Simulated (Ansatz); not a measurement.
Al14N14H34⁻, a nanocrystal cut from wurtzite AlN (hydrogen-capped). Charge -1, multiplicity 2. Geometry PBE-D4/def2-SVP, that of the neutral singlet; atoms count from 1.

```xyz
62

N     3.685    1.783    0.925
Al    2.549    2.359    2.446
Al    2.427   -0.776    3.005
N     1.389    0.821    2.559
Al    2.779    1.452   -0.766
N     1.777    3.129   -0.966
Al    2.431   -1.456   -0.083
N     1.832   -2.077    1.620
N     1.441    0.134   -0.452
Al    0.302    0.543    1.023
Al   -0.160    2.930   -1.089
N    -0.670    2.168    0.604
Al   -0.048   -2.430    1.785
N    -0.964   -0.829    1.310
Al   -2.019   -0.467    2.905
Al   -2.580    1.968    0.686
N    -3.041    1.177    2.397
N     1.853   -2.799   -1.402
Al    0.384   -0.126   -2.050
N    -0.590    1.538   -2.344
Al   -0.072   -3.161   -1.475
N    -0.478   -3.723    0.353
N    -0.914   -1.492   -1.734
Al   -2.056   -1.094   -0.244
Al   -2.504    1.303   -2.394
N    -2.914    0.618   -0.646
Al   -1.953   -1.848   -3.352
N    -2.888   -0.108   -3.669
H     4.464    2.447    0.792
H     4.140    0.913    1.272
H     3.429    2.633    3.757
H     1.721    3.642    1.842
H     3.974   -0.447    2.624
H     2.085   -1.340    4.464
H     0.726    0.917    3.354
H     3.747    1.288   -2.026
H     1.919    3.691   -0.101
H     2.144    3.709   -1.736
H     4.015   -1.237   -0.236
H     2.354   -2.930    1.889
H    -0.802    4.349   -1.450
H    -0.373    2.875    1.303
H    -0.469   -3.059    3.196
H    -1.032    0.076    4.071
H    -3.143   -1.575    3.196
H    -3.396    3.329    0.480
H    -2.930    1.878    3.147
H    -4.049    0.953    2.417
H     2.400   -3.668   -1.295
H     2.126   -2.442   -2.337
H     1.348   -0.428   -3.306
H    -0.314    1.883   -3.280
H    -0.388   -4.325   -2.526
H    -0.073   -4.648    0.570
H    -1.502   -3.882    0.398
H    -3.182   -2.221   -0.002
H    -3.311    2.625   -2.798
H    -3.934    0.440   -0.635
H    -0.978   -2.012   -4.624
H    -3.139   -2.896   -3.054
H    -2.669    0.210   -4.626
H    -3.905   -0.286   -3.693
```

Single mean-field runs in def2-SVP are fitted with def2-universal-jkfit. The highest occupied level of the charge -1 doublet lies above zero (up to 1.77 eV). By energy differences it is unbound by 0.73 eV (vertical, to the charge 0 singlet, at PBE0-D4/def2-SVP) and held by the finite basis.

(1) Estimate the Mulliken populations of the heavy atoms from the PBE0/def2-SVP orbitals of Ansatz.

(2) Where does the spin sit?

(3) And the Mayer bond orders between bonded heavy atoms (over 0.3)?

Answers

(1) 
```json
{"atom": "N1", "charge (e)": "-0.52", "spin (α − β)": "-0.01"}
{"atom": "Al2", "charge (e)": "0.42", "spin (α − β)": "0.05"}
{"atom": "Al3", "charge (e)": "0.49", "spin (α − β)": "0.00"}
{"atom": "N4", "charge (e)": "-0.78", "spin (α − β)": "0.00"}
{"atom": "Al5", "charge (e)": "0.68", "spin (α − β)": "0.07"}
{"atom": "N6", "charge (e)": "-0.53", "spin (α − β)": "0.00"}
{"atom": "Al7", "charge (e)": "0.62", "spin (α − β)": "0.10"}
{"atom": "N8", "charge (e)": "-0.76", "spin (α − β)": "-0.01"}
{"atom": "N9", "charge (e)": "-1.05", "spin (α − β)": "-0.01"}
{"atom": "Al10", "charge (e)": "1.01", "spin (α − β)": "0.01"}
{"atom": "Al11", "charge (e)": "0.68", "spin (α − β)": "0.05"}
{"atom": "N12", "charge (e)": "-0.80", "spin (α − β)": "0.00"}
{"atom": "Al13", "charge (e)": "0.67", "spin (α − β)": "0.09"}
{"atom": "N14", "charge (e)": "-1.04", "spin (α − β)": "-0.01"}
{"atom": "Al15", "charge (e)": "0.29", "spin (α − β)": "0.12"}
{"atom": "Al16", "charge (e)": "0.65", "spin (α − β)": "0.11"}
{"atom": "N17", "charge (e)": "-0.48", "spin (α − β)": "-0.03"}
{"atom": "N18", "charge (e)": "-0.48", "spin (α − β)": "-0.03"}
{"atom": "Al19", "charge (e)": "0.63", "spin (α − β)": "0.02"}
{"atom": "N20", "charge (e)": "-0.80", "spin (α − β)": "0.00"}
{"atom": "Al21", "charge (e)": "0.65", "spin (α − β)": "0.15"}
{"atom": "N22", "charge (e)": "-0.49", "spin (α − β)": "-0.03"}
{"atom": "N23", "charge (e)": "-1.04", "spin (α − β)": "-0.01"}
{"atom": "Al24", "charge (e)": "0.66", "spin (α − β)": "0.01"}
{"atom": "Al25", "charge (e)": "0.66", "spin (α − β)": "0.08"}
{"atom": "N26", "charge (e)": "-0.80", "spin (α − β)": "0.00"}
{"atom": "Al27", "charge (e)": "0.34", "spin (α − β)": "0.10"}
{"atom": "N28", "charge (e)": "-0.49", "spin (α − β)": "-0.02"}
```
Mulliken values and Mayer orders depend strongly on the basis.

(2) Summed by element: N -0.17, Al 0.95, H 0.23, of 1 unpaired in all. Largest on single atoms: Al21 0.15, Al15 0.12, Al16 0.11.

(3) N1–Al2 0.61 (1.98 Å); N1–Al5 0.64 (1.95 Å); Al2–N4 0.69 (1.93 Å); Al3–N4 0.64 (1.96 Å); Al3–N8 0.62 (1.99 Å); N4–Al10 0.73 (1.90 Å); Al5–N6 0.62 (1.96 Å); Al5–N9 0.70 (1.90 Å); N6–Al11 0.61 (1.95 Å); Al7–N8 0.70 (1.91 Å); Al7–N9 0.69 (1.91 Å); Al7–N18 0.60 (1.97 Å); N8–Al13 0.67 (1.92 Å); N9–Al10 0.70 (1.91 Å); N9–Al19 0.65 (1.93 Å); Al10–N12 0.67 (1.94 Å); Al10–N14 0.72 (1.89 Å); Al11–N12 0.68 (1.92 Å); Al11–N20 0.68 (1.92 Å); N12–Al16 0.67 (1.92 Å); Al13–N14 0.71 (1.90 Å); Al13–N22 0.58 (1.98 Å); N14–Al15 0.64 (1.95 Å); N14–Al24 0.67 (1.92 Å); Al15–N17 0.56 (2.00 Å); Al16–N17 0.64 (1.94 Å); Al16–N26 0.68 (1.92 Å); N18–Al21 0.59 (1.96 Å); Al19–N20 0.65 (1.95 Å); Al19–N23 0.71 (1.91 Å); N20–Al25 0.67 (1.93 Å); Al21–N22 0.60 (1.96 Å); Al21–N23 0.74 (1.89 Å); N23–Al24 0.68 (1.92 Å); N23–Al27 0.60 (1.96 Å); Al24–N26 0.63 (1.96 Å); Al25–N26 0.69 (1.92 Å); Al25–N28 0.64 (1.94 Å); Al27–N28 0.56 (2.00 Å).
